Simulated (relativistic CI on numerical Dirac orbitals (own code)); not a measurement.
W⁺: what numerical and physical settings do to a radial Dirac CI calculation

Reference input:

```
atom W  Z=74  charge=1  electrons=73
nucleus A=184  rms_radius_fm=5.3658
hamiltonian dirac-coulomb  breit=on  qed=on  c_scale=1
orbitals kli  potential=per-configuration
slater_scale 1
correlation none
mixing on
grid step=0.0125 r_max=129.7
scf mixing=0.4 start=green max_iterations=150 tolerance=2e-08 node_fill=0.05
configurations
  [Xe] 4f14 5d4 6s
  [Xe] 4f14 5d5
  [Xe] 4f14 5d3 6s2
end
```

Computed lowest total energy -16127.13205 Ha, first excitation 1007.4 cm⁻¹, 41 SCF steps. Runs with settings changed; * marks those that are bad on purpose:

```
                             Changed    Outcome  Lowest level    ΔE (Ha)  First excitation (cm⁻¹)  SCF steps                                                    Message
iteration limit 30, Slater scale 0.5  converged   5d⁴6s ⁶D1/2     0.0613                   1560.0         41                                                           
       end of the grid at 64.85 bohr  converged   5d⁴6s ⁶D1/2  -1.27e-11                   1007.4         41                                                           
     QED terms off, Slater scale 1.2  converged   5d⁴6s ⁶D1/2      -11.7                    920.9         41                                                           
                      grid step 0.02  converged   5d⁴6s ⁶D1/2   0.000209                   1007.4         41                                                           
   node fill of the KLI weights 50 *  converged   5d⁴6s ⁶D1/2       1.39                   2766.2         45                                                           
 configuration list: no such shell *    refused                                                            0  configuration [Xe] 4f14 5d3 2d2: l must be smaller than n
```

With so few configurations and no correlation, terms lie too far apart (by 10 to 50 % near neutrality), their order can be wrong, and levels of other configurations are missing.
